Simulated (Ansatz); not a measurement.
Reaction (formal exchange of groups at a B–F bond): `OB(F)Br` + `BCC(F)Cl` → `BB(O)Br` + `FCC(F)Cl`

Calculated with Ansatz (gas phase, PBE0-D4/def2-TZVP geometries, no zero-point term in ΔE). CCSD(T)/CBS is the MP2 limit (def2-TZVPP, def2-QZVPP) plus CCSD(T) − MP2 in def2-TZVPP, frozen cores. DFT in def2-TZVPP. B3LYP here is the variant with VWN-RPA as its local correlation; programs differ in this. For Br outer-core shells are correlated without core-valence functions, which leaves a few kJ/mol of doubt a bond. Scalar relativity is left out up to krypton. One conformer a species, not always the lowest.

```json
{"level": "PBE-D4", "ΔE (kJ/mol)": "226.1", "difference from CCSD(T)/CBS": "-15.7"}
{"level": "r2SCAN-D4", "ΔE (kJ/mol)": "239.3", "difference from CCSD(T)/CBS": "-2.5"}
{"level": "PBE0-D4", "ΔE (kJ/mol)": "234.8", "difference from CCSD(T)/CBS": "-7.0"}
{"level": "B3LYP-D4", "ΔE (kJ/mol)": "234.7", "difference from CCSD(T)/CBS": "-7.1"}
{"level": "ωB97X-V", "ΔE (kJ/mol)": "235.7", "difference from CCSD(T)/CBS": "-6.1"}
{"level": "ωB97M-V", "ΔE (kJ/mol)": "243.7", "difference from CCSD(T)/CBS": "1.9"}
{"level": "B2PLYP", "ΔE (kJ/mol)": "240.8", "difference from CCSD(T)/CBS": "-1.0"}
{"level": "PBE", "ΔE (kJ/mol)": "225.4", "difference from CCSD(T)/CBS": "-16.4"}
{"level": "r2SCAN", "ΔE (kJ/mol)": "239.0", "difference from CCSD(T)/CBS": "-2.8"}
{"level": "PBE0", "ΔE (kJ/mol)": "234.2", "difference from CCSD(T)/CBS": "-7.6"}
{"level": "B3LYP", "ΔE (kJ/mol)": "233.6", "difference from CCSD(T)/CBS": "-8.2"}
{"level": "HF/def2-TZVPP", "ΔE (kJ/mol)": "243.2", "difference from CCSD(T)/CBS": "1.4"}
{"level": "MP2/def2-TZVPP", "ΔE (kJ/mol)": "253.4", "difference from CCSD(T)/CBS": "11.6"}
{"level": "SCS-MP2/def2-TZVPP", "ΔE (kJ/mol)": "246.5", "difference from CCSD(T)/CBS": "4.7"}
{"level": "CCSD/def2-TZVPP", "ΔE (kJ/mol)": "242.8", "difference from CCSD(T)/CBS": "1.0"}
{"level": "CCSD(T)/def2-TZVPP", "ΔE (kJ/mol)": "241.8", "difference from CCSD(T)/CBS": "0.0"}
{"level": "HF/def2-QZVPP", "ΔE (kJ/mol)": "244.0", "difference from CCSD(T)/CBS": "2.2"}
{"level": "MP2/def2-QZVPP", "ΔE (kJ/mol)": "253.7", "difference from CCSD(T)/CBS": "11.9"}
{"level": "SCS-MP2/def2-QZVPP", "ΔE (kJ/mol)": "247.1", "difference from CCSD(T)/CBS": "5.3"}
{"level": "HF/CBS(def2)", "ΔE (kJ/mol)": "244.1", "difference from CCSD(T)/CBS": "2.3"}
{"level": "MP2/CBS(def2)", "ΔE (kJ/mol)": "253.5", "difference from CCSD(T)/CBS": "11.7"}
{"level": "CCSD/CBS(def2)", "ΔE (kJ/mol)": "242.9", "difference from CCSD(T)/CBS": "1.1"}
{"level": "CCSD(T)/CBS", "ΔE (kJ/mol)": "241.8", "difference from CCSD(T)/CBS": "0"}
```

Largest T1 diagnostic among the species: 0.011.

From PBE to PBE0 (25 % exact exchange), in def2-TZVPP and without D4, ΔE moves by +8.8 kJ/mol.
